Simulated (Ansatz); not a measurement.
Coupled-cluster diagnostics for the cluster AlF3 (the lowest singlet isomer of a short search), Ansatz.

Geometry of the singlet (PBE-D4/def2-TZVP):

```xyz
4

Al    0.000    0.000    0.000
F    -0.305    1.543    0.487
F    -0.834   -0.644   -1.266
F     1.139   -0.899    0.778
```

Correlated methods freeze 8 core orbitals. In CCSD on the charge 1 doublet the largest single amplitude is 0.39, so its Hartree–Fock determinant may place the open shell otherwise than the density functionals do. In the quintet geometry the species has come apart into loosely held pieces. In the quintet, F2 and F3 lie 1.95 Å apart, F2 and F4 lie 1.95 Å apart (atoms count from 1), so these atoms are partly bonded to each other. The structure comes from a short search, and lower isomers may exist.

Geometry of the charge 0 triplet (PBE-D4/def2-TZVP):

```tsv
atom	x (Å)	y (Å)	z (Å)
Al1	0.3779	-0.4358	0.3729
F2	0.7622	0.7138	-0.9868
F3	-0.3066	1.2219	0.6860
F4	-0.8336	-1.5000	-0.0722
```

Geometry of the charge 0 quintet (PBE-D4/def2-TZVP):

```xyz
4

Al   -0.4267    1.1999   -0.1538
F     0.2231   -1.2676    0.3575
F    -0.7419   -0.3924   -1.0869
F     0.9455    0.4602    0.8832
```

Question: Estimate the CCSD(T) correlation energy, the shares of MP2 and (T), T1 and the reference's ⟨S²⟩ for: charge 0, singlet, own geometry in def2-TZVPP; charge 0, triplet, own geometry in def2-TZVPP; charge 0, quintet, own geometry in def2-TZVPP; charge 1, doublet, vertical in def2-TZVPP; and the rough time on 4 threads of Arm Neoverse N1 on a shared host.

Answer: 
```csv
state,basis,correlation (eV),MP2 share (%),(T) share (%),T1,⟨S²⟩ (pure),wall time,remarks
"charge 0, singlet, own geometry",def2-TZVPP,-23.028,97.6,2.7,0.013,0.00 (0.00),14 s,–
"charge 0, triplet, own geometry",def2-TZVPP,-22.457,94.0,3.1,0.059,2.01 (2.00),75 s,large T1 (0.059)
"charge 0, quintet, own geometry",def2-TZVPP,-21.024,91.6,3.4,0.051,6.02 (6.00),88 s,large T1 (0.051)
"charge 1, doublet, vertical",def2-TZVPP,-21.672,95.1,3.1,0.062,0.75 (0.75),68 s,large T1 (0.062)
```
Customary marks for T1 are 0.02 (closed shells), 0.045 (open shells) and about 0.05 (3d metals). T1 exceeds 0.02 in 3 of 4 rows and 0.045 in 3; the higher it lies, the less the single-reference result can be trusted.
